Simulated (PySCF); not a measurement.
Computed shifts of a molecule C₂H₆OSe, PySCF with HF/pcSseg-1, GIAO, gas phase, atoms alike by connectivity averaged where their shifts nearly agree, in ppm (number of nuclei): ¹³C: 60.7 (1), 21.6 (1). ¹H: 3.64 (3), 2.88 (3). References: ⁷⁷Se against Me2Se (σ = 1942.8 ppm); ¹³C against TMS (σ = 192.6 ppm); ¹H against TMS (σ = 31.99 ppm); ¹⁷O against H2O (σ = 333.0 ppm), references at their B3LYP-D3(BJ)/def2-TZVP geometries, non-relativistic. Geometry optimised at B3LYP-D3(BJ)/def2-SVP. The values are those of a single conformer.

Question: Identify the compound among the candidates.
A) CC[Se]O
B) OCC[SeH]
C) COC[SeH]
D) CO[Se]C

Answer: D, CO[Se]C
